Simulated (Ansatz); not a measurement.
Basis-set series for H5O2Si2 (`O[SiH]O[SiH3]`) radical. The species carries charge 0 and has multiplicity 2. Geometry: relaxed with PBE0-D4/def2-TZVP. It is one conformer, not always the lowest.

```xyz
9

O    -0.861    1.042   -2.272
Si   -0.766    1.160   -0.637
O     0.187   -0.025   -0.033
Si    0.596   -0.999    1.217
H    -1.204    0.230   -2.649
H    -0.122    2.485   -0.399
H     1.591   -0.316    2.083
H    -0.607   -1.333    2.023
H     1.187   -2.243    0.667
```

| functional | basis | functions | energy (Eh) | HOMO (eV) | LUMO (eV) |
| --- | --- | --- | --- | --- | --- |
| PBE0-D4 | def2-SVP | 89 | -731.79329 | -5.70 | -1.87 |
| PBE0-D4 | def2-QZVPP | 404 | -732.23266 | -5.87 | -2.00 |
| ωB97M-V | def2-SVP | 89 | -732.09776 | -7.47 | -0.22 |
| ωB97M-V | def2-QZVPP | 404 | -732.53985 | -7.67 | -0.48 |

Question: Give the rows for def2-TZVPP. (Best estimate.)

Answer: Ansatz gave: 
| functional | basis | functions | energy (Eh) | HOMO (eV) | LUMO (eV) |
| --- | --- | --- | --- | --- | --- |
| PBE0-D4 | def2-TZVPP | 216 | -732.20253 | -5.83 | -1.93 |
| ωB97M-V | def2-TZVPP | 216 | -732.51174 | -7.62 | -0.37 |

HOMO and LUMO are taken over both spins.
